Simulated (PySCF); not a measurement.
From computed data to an observable: entropy of an ideal gas

Al(H)(Cl)(NH2) (AlClH3N), SMILES [NH2][AlH][Cl].

The structure is a stationary point at PBE0-D3(BJ)/def2-TZVP. One conformer was computed; it need not be the lowest.

PBE0-D3(BJ)/def2-TZVP run with PySCF gives the harmonic wavenumbers 181, 368, 410, 503, 508, 576, 735, 849, 1563, 1987, 3610, 3703 cm⁻¹ and the rotational temperatures 1.0984, 0.1745, 0.1506 K. The molar mass is 79.46 g/mol, the symmetry number 1, the spin multiplicity 1.

Question: Work out the entropy at 298.15 K and 1 atm in the rigid-rotor, harmonic-oscillator model.

Answer: 
Translation (Sackur–Tetrode at 1 atm): S = R[1.5 ln M + 2.5 ln T − 1.16487] = 163.3 J/(mol K).
Rotation: q = (√π/σ) T^1.5/√(θA θB θC) = 53700, S = R[ln q + 3/2] = 103.0 J/(mol K).
Vibration: with u = 1.4388 ν/T, each mode gives R[u/(e^u − 1) − ln(1 − e^−u)]:
```json
[
 {"ν (cm⁻¹)": "181", "modes": "1", "u": "0.87", "S (J/(mol K))": "9.70"},
 {"ν (cm⁻¹)": "368", "modes": "1", "u": "1.78", "S (J/(mol K))": "4.55"},
 {"ν (cm⁻¹)": "410", "modes": "1", "u": "1.98", "S (J/(mol K))": "3.88"},
 {"ν (cm⁻¹)": "503", "modes": "1", "u": "2.43", "S (J/(mol K))": "2.72"},
 {"ν (cm⁻¹)": "508", "modes": "1", "u": "2.45", "S (J/(mol K))": "2.67"},
 {"ν (cm⁻¹)": "576", "modes": "1", "u": "2.78", "S (J/(mol K))": "2.06"},
 {"ν (cm⁻¹)": "735", "modes": "1", "u": "3.55", "S (J/(mol K))": "1.12"},
 {"ν (cm⁻¹)": "849", "modes": "1", "u": "4.10", "S (J/(mol K))": "0.72"},
 {"ν (cm⁻¹)": "1563", "modes": "1", "u": "7.54", "S (J/(mol K))": "0.04"},
 {"ν (cm⁻¹)": "1987", "modes": "1", "u": "9.59", "S (J/(mol K))": "0.01"}
]
```
The stiffer modes add less than 0.005 each. Sum 27.5 J/(mol K).
Spin: R ln 1 = 0.0 J/(mol K).
Total 293.8 J/(mol K); the program's own thermochemistry gives 293.8. Translation makes up 56 % and vibration 9 %. Anharmonicity, hindered rotation and orbital degeneracy are left out.
